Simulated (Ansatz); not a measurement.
Relaxation of CH₄BrClZn (8 atoms, charge 0, multiplicity 1), to a largest force component of 0.03 eV/Å in at most 50 steps.

Method: RHF/def2-SVP (Ansatz 0.2.0).

```xyz
8
Properties=species:S:1:pos:R:3
Zn -0.373 0.730 -0.031
Br 0.996 -1.376 -2.775
C -0.090 -0.134 1.727
H 0.359 -0.130 -3.218
Cl -0.793 1.839 -1.908
H -0.608 -1.094 1.765
H -0.463 0.483 2.543
H 0.972 -0.317 1.898
```

Problem. Where does it end, and by what steps?

Solution. The forces met the threshold. The force dipped under the threshold on the way, but the program's further checks kept it going. After 4 steps the energy has fallen by 0.059 eV; H4 moved furthest, 0.10 Å.

| step | energy less start (eV) | largest force component (eV/Å) | accepted |
| --- | --- | --- | --- |
| 0 | 0.0000 | 1.158 | yes |
| 1 | -0.0562 | 0.170 | yes |
| 2 | -0.0583 | 0.029 | yes |
| 3 | -0.0587 | 0.030 | yes |
| 4 | -0.0589 | 0.013 | yes |

```xyz
8
Properties=species:S:1:pos:R:3
Zn -0.406 0.776 -0.048
Br 0.993 -1.386 -2.694
C -0.085 -0.139 1.682
H 0.394 -0.189 -3.141
Cl -0.831 1.895 -1.858
H -0.604 -1.099 1.714
H -0.442 0.469 2.516
H 0.981 -0.327 1.829
```

Run time: 10 s on 2 threads of Arm Neoverse V2, with other jobs on the host, peak memory 0.28 GiB.
